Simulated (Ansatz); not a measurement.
`C=C([SiH3])SS`. The species carries charge 0 and has multiplicity 1. Geometry: relaxed with PBE0-D4/def2-TZVP. It is one conformer, not always the lowest.

```xyz
11

C    -0.957   -1.596   -0.259
C    -0.243   -0.473   -0.359
Si   -0.509    0.958    0.824
S     0.899   -0.338   -1.696
S     2.152    1.170   -1.142
H    -1.728   -1.698    0.497
H    -0.812   -2.441   -0.927
H    -0.731    2.227    0.088
H     0.630    1.118    1.761
H    -1.723    0.610    1.608
H     3.023    0.463   -0.394
```

Question: What is the dipole moment at PBE/def2-TZVPP? (An estimate is asked.)

Answer: Computed: 1.03 D, with components (0.21, -0.65, 0.78) D in this frame, pointing from negative to positive charge.

Question: And with r2SCAN, B3LYP, ωB97M-V? (An estimate is asked.)

Answer: Ansatz gave: r2SCAN 1.12 D, B3LYP 1.07 D, ωB97M-V 1.11 D.

Question: Give the Mulliken charges with PBE, r2SCAN, ωB97M-V in def2-TZVPP. (Estimate.)

Answer: The calculation gave: 
```tsv
atom	PBE	r2SCAN	ωB97M-V
C1	-0.21	-0.17	-0.21
C2	0.00	-0.08	-0.12
Si3	0.19	0.29	0.16
S4	-0.02	-0.01	0.02
S5	-0.13	-0.12	-0.13
H6	0.10	0.09	0.11
H7	0.08	0.07	0.10
H8	-0.04	-0.05	-0.01
H9	-0.05	-0.06	-0.02
H10	-0.06	-0.07	-0.03
H11	0.12	0.11	0.13
```

B3LYP here is the variant with VWN-RPA as its local correlation; programs differ in this.
